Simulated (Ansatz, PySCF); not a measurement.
Species: sum formula BNH5 (charge 0, doublet). It need not be the lowest isomer of its formula. 
Structure (B3LYP-D3(BJ)/def2-TZVP (Ansatz, a quantum-chemistry and plane-wave program) minimum search):
```xyz
7

B     -0.9601     0.1312    -0.0137
N      0.6350    -0.1348    -0.0398
H     -1.2139     1.2024    -0.4773
H     -1.4396    -0.2957     0.9936
H      0.8305    -1.1085     0.1748
H      1.1723     0.4349     0.6229
H      1.0057     0.0542    -0.9668
```
Charge 0, spin multiplicity 2.

Dipole moments at this geometry, in debye (magnitudes).

| level | program | dipole (D) |
|---|---|---|
| SVWN5/def2-TZVPD | Ansatz | 5.37 |
| revPBE/def2-TZVPD | Ansatz | 5.32 |
| BP86/def2-TZVPD | PySCF | 5.36 |
| M06-L/def2-TZVPD | PySCF | 5.44 |
| r2SCAN/def2-TZVPD | PySCF | 5.48 |
| B3LYP/def2-TZVPD | Ansatz | ___ |
| PBE0/def2-TZVPD | Ansatz | 5.48 |
| TPSSh/def2-TZVPD | PySCF | 5.42 |
| r2SCANh/def2-TZVPD | Ansatz | 5.50 |
| PW6B95/def2-TZVPD | PySCF | 5.43 |
| M06-2X/def2-TZVPD | PySCF | 5.46 |
| wB97M-V/def2-TZVPD | Ansatz | 5.56 |
| CCSD(T)/aug-cc-pVDZ | Ansatz | ___ |

Question: Fill in the missing entries.

Answer: 
- B3LYP/def2-TZVPD, dipole (D): 5.41
- CCSD(T)/aug-cc-pVDZ, dipole (D): 5.56
